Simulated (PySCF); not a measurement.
H₂Al₂Br₄, singlet, PBE0/def2-SVP optimised geometry.

```
8

Al    -1.29     0.00     0.00
Al     1.29     0.00     0.00
H      0.00     0.00    -1.16
Br    -2.32    -1.99     0.00
Br    -2.32     1.99     0.00
H      0.00     0.00     1.16
Br     2.32    -1.99     0.00
Br     2.32     1.99     0.00
```

Density from PySCF 2.14.0 with PBE0/def2-TZVP at that geometry.

Minimum of the electron density along straight lines between bonded atoms, close to the bond critical point (lines longer than 1.1 times the sum of covalent radii, or with two minima, are not listed):

| bond | length / Å | ρ at the minimum / e bohr⁻³ | ∇²ρ there / e bohr⁻⁵ | position (fraction from the first atom) |
|---|---|---|---|---|
| Al1–Br4 | 2.238 | 0.069 | 0.21 | 0.37 |
| Al1–Br5 | 2.238 | 0.069 | 0.21 | 0.37 |
| Al2–Br7 | 2.238 | 0.069 | 0.21 | 0.37 |
| Al2–Br8 | 2.238 | 0.069 | 0.21 | 0.37 |
